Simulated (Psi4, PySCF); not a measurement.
Input for PySCF:
```python
from pyscf import gto, scf, dft

mol = gto.M(
    atom='''
Ga    0.39106164    1.00462796    0.13082195
C     1.88354371    2.52652049   -0.17079865
H     2.55721138    2.30224737   -1.00119089
H     2.47426400    2.63011515    0.74291580
H     1.38547649    3.47834264   -0.37007696
C    -0.93832052    1.31445060    1.77721844
H    -1.69208569    0.52517651    1.83145206
H    -1.44486430    2.27641312    1.67222892
H    -0.37496143    1.32522534    2.71352066
As   -0.62239857   -1.79990199   -0.55312985
H    -0.03070319   -2.01507957    0.80531710
H     0.72584870   -2.00471753   -1.17437864
H    -0.85528345   -3.31025102   -0.66050197
''',
    basis='6-31g*',
    spin=1,
    verbose=4,
)

mf = dft.UKS(mol)
mf.xc = 'pbe0'
mf.grids.atom_grid = (99, 590)
mf.grids.prune = None
mf.kernel()
```

Q: Give the equivalent Psi4 input.

A: Several could match; the one computed here: 
```
memory 2 GB

molecule mol {
0 2
  Ga    0.391062    1.004628    0.130822
  C     1.883544    2.526520   -0.170799
  H     2.557211    2.302247   -1.001191
  H     2.474264    2.630115    0.742916
  H     1.385476    3.478343   -0.370077
  C    -0.938321    1.314451    1.777218
  H    -1.692086    0.525177    1.831452
  H    -1.444864    2.276413    1.672229
  H    -0.374961    1.325225    2.713521
  As   -0.622399   -1.799902   -0.553130
  H    -0.030703   -2.015080    0.805317
  H     0.725849   -2.004718   -1.174379
  H    -0.855283   -3.310251   -0.660502
}

set basis 6-31g*
set reference uks
set scf_type pk
set puream true
set d_convergence 1e-8
set dft_radial_points 99
set dft_spherical_points 590

energy('pbe0')
print_variables()
```

Both were run: PySCF gave -4241.081360 Eh and Psi4 -4241.081359 Eh, 0.001 mEh apart.
